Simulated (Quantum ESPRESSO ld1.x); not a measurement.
Values are calculated unless marked as measured or tabulated.
Q: The mean radii <r> (bohr) of the occupied orbitals of an atom or ion are listed with their occupations. Code: ld1.x of Quantum ESPRESSO 7.5. Model: scalar-relativistic Kohn-Sham, LDA (Slater exchange, Perdew-Zunger correlation), spin-polarised, spherical densities, point nucleus.

orbital  occ.      <r>
1s up       1  0.02972
1s down     1  0.02972
2s up       1   0.1263
2s down     1   0.1262
2p up       3   0.1098
2p down     3   0.1098
3s up       1   0.3032

Name the element and its charge. Open shells, if any, are filled with parallel spins first.

A: Z = 49, indium, charge +38: In38+ in [Ne] 3s1. The 1s radius gives Z: for a bare nucleus <r> = (2 gamma + 1)/(2Z) with gamma = sqrt(1 - (Z/c)^2), 0.02926 bohr for Z = 49, and screening makes it slightly larger (0.02972 here). The occupations add up to 11, and the charge is Z minus that.
